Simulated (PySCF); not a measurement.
```xyz
4
charge 0 multiplicity 5, angstrom
Co   -0.0093    0.0000    0.0528
O    -0.0100    0.0000    1.6652
O     0.0214    0.0000   -1.7045
H     0.7220    0.0000   -2.3584
```

Level of theory: PySCF, UPBE0, basis Co def2-SVP, O def2-SVP, H def2-SVP (no relativity, density fitting).

This geometry of CoO(OH) is a stationary point at this level.

(1) What is the point group?

(2) Is it a minimum?

(3) What are the dipole moment and the gap between the highest occupied and lowest empty levels of either spin?

(4) Give the atomic charges and bond orders.

(5) What is the atomisation energy, with and without zero-point energy?

Answers

(1) Cs.

(2) Yes: all harmonic wavenumbers are real.

(3) 2.23 D and 4.34 eV.

(4) 
```json
{"atom": "Co1", "Mulliken": "0.92", "Löwdin": "0.63", "polar tensor": "1.22", "spin (Mulliken)": "2.90", "Mayer order to Co1": "–"}
{"atom": "O2", "Mulliken": "-0.51", "Löwdin": "-0.34", "polar tensor": "-0.57", "spin (Mulliken)": "0.95", "Mayer order to Co1": "1.78"}
{"atom": "O3", "Mulliken": "-0.59", "Löwdin": "-0.36", "polar tensor": "-0.98", "spin (Mulliken)": "0.14", "Mayer order to Co1": "0.90"}
{"atom": "H4", "Mulliken": "0.19", "Löwdin": "0.07", "polar tensor": "0.34", "spin (Mulliken)": "0.00", "Mayer order to Co1": "0.02"}
```
Other Mayer orders above 0.3: O–H 0.96.

(5) 1157 kJ/mol without, 1120 kJ/mol with.

The spin densities have lower symmetry than the nuclear frame, so modes carry no symmetry labels. Other isomers or separated fragments may lie lower. Other spin states or occupations of the open shell can lie lower.
